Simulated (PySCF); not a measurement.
KPb⁺: from constants to spectrum

UHF-CCSD(T) constants of KPb⁺, ³Π (triplet), unpaired electrons σ ↑, π ↑ (K def2-SVPD, Pb def2-SVPD with ECP60; scalar-relativistic core potentials (PySCF 2.14); masses 38.9637 and 207.9766 u):

```
ωe              : 62.3 cm⁻¹
ωexe            : 0.308 cm⁻¹
Be              : 0.031592 cm⁻¹
αe              : 0.000213 cm⁻¹
D (centrifugal) : 3.25e-08 cm⁻¹
```

Problem. Give the vibrational terms G(v) and spacings up to v = 6.

Solution. G(v) = ωe(v+½) − ωexe(v+½)².

```csv
v,G(v) (cm⁻¹),G(v) − G(v−1),Bv (cm⁻¹)
0,31.1,,0.03149
1,92.8,61.7,0.03127
2,153.8,61.1,0.03106
3,214.3,60.5,0.03085
4,274.1,59.8,0.03063
5,333.3,59.2,0.03042
6,391.9,58.6,0.03021
```

Correlated steps freeze 9 core orbitals. These are scalar-relativistic numbers at best; spin–orbit coupling would shift them, the dissociation energy most. The state is the lowest determinant that a PBE0 search found; another state may lie lower at other levels.
